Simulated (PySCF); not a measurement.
**Spin-Hamiltonian simulation**

Molecule: dibenzofuran (SMILES c12oc3c(cccc3)c1cccc2).

Geometry:
```
atom   x (Å)   y (Å)   z (Å)
  C1   3.213   0.704  -0.871
  C2   2.848  -0.650  -0.910
  C3   1.510  -1.033  -0.947
  C4   0.531  -0.036  -0.944
  C5   0.926   1.315  -0.904
  C6   2.254   1.715  -0.867
  O7  -0.149   2.149  -0.906
  C8  -1.257   1.359  -0.948
  C9  -2.569   1.812  -0.965
 C10  -3.567   0.840  -1.009
 C11  -3.256  -0.528  -1.035
 C12  -1.935  -0.963  -1.017
 C13  -0.917  -0.006  -0.973
 H14   4.271   0.973  -0.843
 H15   3.629  -1.414  -0.912
 H16   1.232  -2.088  -0.977
 H17   2.523   2.772  -0.837
 H18  -2.796   2.879  -0.945
 H19  -4.614   1.152  -1.024
 H20  -4.066  -1.260  -1.070
 H21  -1.698  -2.029  -1.038
```

Calculated, not measured (PySCF 2.14): PBE0-D3(BJ)/def2-SVP geometry, shielding tensors at PBE0/pcSseg-1 (GIAO), J couplings at B3LYP/pcJ-1 (without the spin–dipole term). One computed conformer, non-relativistic, rapidly exchanging positions averaged, gas phase.

Chemical shifts δ = σref − σ; 1H vs TMS, all at this level.

Shifts (ppm): H14 7.61, H15 7.53, H16 8.25, H17 7.68.
Couplings (Hz): H14–H15: 8.2; H14–H16: 1.0; H14–H17: 9.3; H15–H16: 8.7; H15–H17: 0.6; H16–H17: 0.7.

The 4-spin Hamiltonian (Zeeman plus full scalar coupling among like nuclei) was diagonalised exactly; lines are Lorentzian, 0.4 Hz wide, and the maxima above 3 % are listed with the tallest set to 100.

Task: Give the 1H peak list of this spin system at 200 MHz.

Result: 
Hz from δ = 0 (height): 1655.4 (47), 1654.6 (52), 1654.1 (51), 1652.8 (45), 1646.9 (69), 1646.8 (69), 1645.7 (56), 1645.0 (55), 1543.2 (18), 1542.4 (18), 1541.0 (36), 1534.7 (63), 1533.5 (75), 1532.6 (84), 1531.9 (79), 1530.4 (53), 1529.1 (60), 1524.2 (14), 1522.9 (100), 1521.6 (88), 1520.2 (7), 1517.0 (6), 1514.4 (57), 1513.6 (82), 1512.6 (46), 1511.5 (67), 1506.1 (31), 1505.2 (64), 1503.7 (61), 1497.7 (30), 1496.1 (25)

Task: And at 400 MHz?

Result: 
```tsv
Hz	ppm	height
3305.2	8.263	46
3304.6	8.261	55
3304.2	8.261	55
3303.4	8.258	46
3296.7	8.242	49
3296.0	8.240	57
3295.6	8.239	56
3294.9	8.237	49
3078.2	7.695	31
3077.3	7.693	47
3076.6	7.692	35
3069.1	7.673	62
3068.2	7.670	100
3067.4	7.668	64
3052.9	7.632	47
3051.8	7.630	50
3044.9	7.612	71
3043.8	7.610	83
3042.6	7.607	22
3035.8	7.589	44
3034.6	7.587	41
3020.2	7.550	59
3019.2	7.548	58
3012.2	7.530	41
3011.6	7.529	65
3011.2	7.528	51
3010.7	7.527	57
3003.6	7.509	35
3002.7	7.507	33
```

Task: Among coupled protons with different shifts, which pair is furthest from first order, and how does the field change that?

Result: H14 and H17: Δν/J is about 1.5 at 200 MHz (strongly coupled) and 3.0 at 400 MHz (strongly coupled). J in Hz doesn't depend on the field, while Δν in Hz grows in proportion to it.

Unscaled 3J(H,H) at this level run about 10 % above measured values.
